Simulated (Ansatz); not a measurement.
The same path of BCl2F + H2 (6 atoms, charge 0, multiplicity 1) was run twice with different band settings. Lost on the way: B1–F2, H5–H6. Made: B1–H5, F2–H6.

The calculation used Ansatz 0.2.0, RKS PBE/def2-SVP.

Relaxed end points:

```xyz
6
Properties=species:S:1:pos:R:3
B -0.005 0.541 -0.108
F -0.004 0.755 1.199
Cl 1.525 0.443 -0.961
Cl -1.535 0.373 -0.948
H 0.069 -2.548 0.898
H 0.061 -2.091 1.515
```

```xyz
6
Properties=species:S:1:pos:R:3
B 0.017 -0.469 -0.467
F 0.017 -0.043 2.054
Cl 1.523 0.289 -0.928
Cl -1.527 0.220 -0.915
H 0.044 -1.574 0.037
H 0.037 -0.950 1.814
```

Common settings: spring 5.0 eV/Å²; optimiser quadratic models (default); start path through a guess of the saddle point; force threshold 0.05 eV/Å; iteration limit 60; end points relaxed.

| run | movable images | climbing image |
| --- | --- | --- |
| 1 | 5 | yes |
| 2 | 6 | no |

**Question.** What does each run give, and how far can it be trusted?

**Answer.** Run 1: converged after 44 iterations, highest image 1.775 eV above the first end. A vibrational analysis at the climbing image gives one clearly imaginary mode, 944i cm⁻¹: a first-order saddle point.
Run 2: converged after 40 iterations, highest image 1.758 eV above the first end. No image climbed, so the highest image needn't sit at the top of the path.
The orbitals stay closed-shell, which can raise the energy where a bond breaks towards radicals; this wasn't checked here.
